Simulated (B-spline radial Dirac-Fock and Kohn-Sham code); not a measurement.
# Kohn-Sham estimates against Dirac-Fock for the levels of Rb²⁸⁺

System: the Rb²⁸⁺ ion, 1s2 2s2 2p5.

The density-functional columns are spherical, spin-unpolarised Dirac-Kohn-Sham results without Breit or QED terms: −ε is minus the orbital energy of the initial state and ΔSCF the difference of two total energies. The reference in the last column comes from Dirac-Fock (average of configuration) total-energy differences with a finite nucleus, the Breit interaction including its frequency dependence, and self-energy and vacuum-polarisation corrections. All numbers are from a radial B-spline solver, in eV; a selection of levels is shown. The Kohn-Sham columns are given as differences from the reference. For the 1s level of heavy atoms much of the gap between ΔSCF and the reference is the Breit and QED part, -35.3 eV here; for other levels the error of the functional can be larger.

| level | LDA −ε − DF | LDA ΔSCF − DF | Dirac-Fock |
| --- | --- | --- | --- |
| K (1s) | -233.7 | +36.8 | 16809.5 |
| L1 (2s) | -84.0 | -17.6 | 3512.8 |
| L2,3 (2p) | -72.3 | +4.5 | 3303.2 |

Values without a named source are computed, but for edge energies of neutral atoms, which are taken from tables.
